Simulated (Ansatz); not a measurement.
Molecule: C$_{6}$H$_{11}$, net charge 0, doublet state. It need not be the lowest isomer of its formula. 
Geometry from a B3LYP-D3(BJ)/def2-TZVP (Ansatz, a program for electronic structure) optimisation:
```xyz
17

C      2.3697    -0.5247    -0.3950
C      1.6108    -0.3653     0.7461
C      0.2651    -0.0471     0.8193
C     -0.6601     0.1868    -0.3318
C     -1.3249     1.5659    -0.2193
C     -1.7206    -0.9232    -0.4028
H      1.9541    -0.4082    -1.3863
H      3.4188    -0.7749    -0.3293
H      2.1214    -0.5053     1.6947
H     -0.1828     0.0329     1.8056
H     -0.0887     0.1639    -1.2625
H     -2.0005     1.7399    -1.0596
H     -1.9096     1.6382     0.7014
H     -0.5797     2.3625    -0.2076
H     -2.3976    -0.7578    -1.2441
H     -1.2559    -1.9027    -0.5223
H     -2.3195    -0.9434     0.5111
```
Charge 0, spin multiplicity 2.

Computed values are from Ansatz. Cores are frozen in the correlated levels unless marked. UHF or UKS for open shells. No spin-orbit coupling. No relativistic terms. CBS marks a two-point X^-3 extrapolation of the correlation energy; Hartree-Fock from the larger set. [CCSD(T)-MP2]/basis is that difference in the basis named.

The atomisation energy De is 1650.1 kcal/mol at RI-MP2/CBS(cc-pVTZ,cc-pVQZ)+[CCSD(T)-MP2]/cc-pVTZ. The total energy is -234.8772 Eh at RI-MP2/CBS(cc-pVTZ,cc-pVQZ)+[CCSD(T)-MP2]/cc-pVTZ. The dipole moment is 0.35 D at CCSD(T)/aug-cc-pVDZ and the T1 diagnostic is 0.021 at CCSD/cc-pVTZ.

The UHF reference is spin-contaminated (<S^2> 0.20 over the pure value in the largest basis).
